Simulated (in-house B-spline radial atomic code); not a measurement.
Configurations of Pm⁺, with energies counted from [Xe] (4f5/2)5 6s1. Method: Dirac-Hartree-Fock, average of each configuration as written, Fermi nucleus of rms radius 4.962 fm. Calculated with a B-spline radial code for spherical atoms. Energies include first-order Breit, QED and recoil terms.

Occupations are held fixed; configurations that lie above the ionisation limit could autoionise.

```tsv
configuration	E - E(ref) (eV)	highest orbital	its <r> (bohr)
[Xe] (4f7/2)5 6s1	3.0504	6s1/2	4.196
[Xe] (4f7/2)5 (5d5/2)1	4.2931	5d5/2	3.088
[Xe] (4f5/2)3 (4f7/2)1 6s1 (6d5/2)1	9.7842	6d5/2	7.693
[Xe] (4f5/2)3 (4f7/2)1 6s1 (9p1/2)1	12.634	9p1/2	23.53
[Xe] (4f5/2)1 (4f7/2)4 (8g7/2)1	13.07	8g7/2	42.99
[Kr] 4d10 (4f5/2)2 (4f7/2)3 5s2 (5p1/2)2 (5p3/2)3 6s1 (6d3/2)1	31.276	6d3/2	7.698
[Kr] (4d3/2)3 (4d5/2)6 (4f5/2)5 5s2 5p6 6s1 (6p1/2)1	137.35	6p1/2	4.582
[Kr] (4d3/2)3 (4d5/2)6 (4f5/2)5 5s2 5p6 6s1 (7g7/2)1	145.04	7g7/2	31.66
```

Order these further configurations by energy, lowest first.
A. [Kr] (4d3/2)4 (4d5/2)5 (4f7/2)5 5s2 5p6 6s1 (6f5/2)1
B. [Xe] (4f5/2)5 (9g7/2)1
C. [Xe] (4f7/2)4 6s1 (8g9/2)1
D. [Xe] (4f5/2)4 (4f7/2)1 6s1
E. [Kr] (4d3/2)3 (4d5/2)6 (4f5/2)3 (4f7/2)2 5s2 5p6 6s1 (6g9/2)1

D (1.9665 eV), B (9.436 eV), C (14.23 eV), A (140.75 eV), E (144.95 eV).

How far above the reference does [Xe] (4f5/2)1 (4f7/2)4 6s1 lie?

3.8012 eV; its least bound orbital is 6s1/2 with <r> = 4.195 bohr.

How far above the reference does [Xe] (4f5/2)2 (4f7/2)3 6s1 lie?

3.871 eV; its least bound orbital is 6s1/2 with <r> = 4.194 bohr.

How far above the reference does [Kr] (4d3/2)3 (4d5/2)6 (4f7/2)6 5s2 5p6 6s1 lie?

127.76 eV; its least bound orbital is 6s1/2 with <r> = 4.191 bohr.
